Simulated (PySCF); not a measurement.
Gas-phase reaction: HfCl3OH + HCl → HfCl4 + H2 + O

Energies from PySCF, thermal terms from the rigid-rotor harmonic-oscillator model, ideal gas at 1 bar. † marks an energy on the PBE0/def2-TZVP geometry and frequencies; other levels use their own. MP2 freezes the core. Open shells (unrestricted): O (multiplicity 3); the rest are closed-shell singlets. Spin-orbit splitting is ignored; it lowers the true energy and changes the entropy of O. B3LYP is the form with VWN-RPA correlation. Hf: scalar-relativistic def2 core potential, no spin-orbit coupling. HfCl3OH: computed as isolated molecules; such fragments, hydroxides, amides, oligomers or adducts are transient or little studied in the gas. MP2 isn't extrapolated to the basis-set limit.

```tsv
level	ΔH°(298 K), kJ
B3LYP/def2-TZVP†	463
BLYP/def2-TZVP†	473
M06-2X/def2-TZVP†	469
MP2/def2-TZVPP†	?
PBE/def2-SVP	?
PBE0/def2-QZVP†	?
PBE0/def2-SVP†	470
PBE0/def2-TZVP	465
r2SCAN/def2-TZVP†	466
LDA/def2-TZVP†	?
ωB97X-V/def2-TZVP†	473
```

Problem. Some entries are withheld; supply them.

Solution. 
- MP2/def2-TZVPP†, ΔH°(298 K), kJ: 493
- PBE/def2-SVP, ΔH°(298 K), kJ: 500
- PBE0/def2-QZVP†, ΔH°(298 K), kJ: 475
- LDA/def2-TZVP†, ΔH°(298 K), kJ: 598
